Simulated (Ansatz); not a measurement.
An input meant for OsO3(NH) (OsNO₃H) (charge 0, singlet).

```yaml
crystal:
  periodic: [false, false, false]
  atoms:
    - {symbol: Os, position_ang: [0.214784, 0.370781, 0.144811]}
    - {symbol: O, position_ang: [0.207317, 0.399298, 1.846363]}
    - {symbol: O, position_ang: [1.823502, 0.369319, -0.411003]}
    - {symbol: O, position_ang: [-0.582710, 1.754390, -0.443317]}
    - {symbol: N, position_ang: [-0.583343, -1.033927, -0.411707]}
    - {symbol: H, position_ang: [-1.079560, -1.859860, -0.725135]}
basis:
  gaussian: {orbitals: def2-SVP}
hamiltonian: {xc: {name: PBE0}, dispersion: rvv10}
output: {forces: true}
```

```sh
$ ansatz run in.yaml --threads 4 --pin off --events-out ev --progress --plain --max-ram 3916MiB
```

(1) Predict how Ansatz answers.

Answers

(1) The input was rejected before any iteration. The program holds no damping parameters for this pairing of functional and dispersion term, so they'd have to be typed.
```
Error: inconsistent input (hamiltonian.dispersion, hamiltonian.xc): `dispersion: rvv10` has no transferable b for PBE exchange — Sabatini et al. (2013) fitted b=6.3 to rPW86, and the PBE refits of Peng & Perdew (2017) are task-dependent (b=6.6 S22 / b=10.0 layered). Use `xc: {exchange: rpw86, correlation: pbe}` for the original rVV10 or `xc: r2scan` for the r²SCAN+rVV10 pairing
```
